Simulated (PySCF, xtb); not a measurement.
C₂H₁₀N₂Si₂, SMILES N[Si@@H]1C[SiH2]CN1. One conformer was computed; it need not be the lowest.

Harmonic wavenumbers (cm⁻¹) from xtb 6.7.1 with GFN2-xTB at its own minimum, in rising order: 35, 121, 169, 198, 242, 309, 409, 460, 518, 529, 548, 617, 640, 659, 686, 713, 744, 777, 784, 793, 811, 863, 910, 985, 1109, 1143, 1177, 1196, 1358, 1471, 1501, 1525, 2171, 2203, 2212, 2846, 2925, 2997, 3014, 3451, 3483, 3527.

Problem. What does PBE0-D3(BJ)/def2-SVP in PySCF give at its own minimum? (An estimate is asked for; the answer gives what the named calculation found.)

Solution. 61, 142, 198, 247, 293, 330, 362, 432, 487, 509, 588, 648, 664, 695, 709, 745, 771, 809, 844, 877, 889, 927, 953, 979, 1013, 1130, 1187, 1216, 1366, 1374, 1474, 1532, 2187, 2214, 2216, 2994, 3073, 3087, 3158, 3620, 3629, 3727. Paired by order, the mean absolute difference is 54 cm⁻¹ and the zero-point energies are 75.5 and 77.7 kcal/mol.
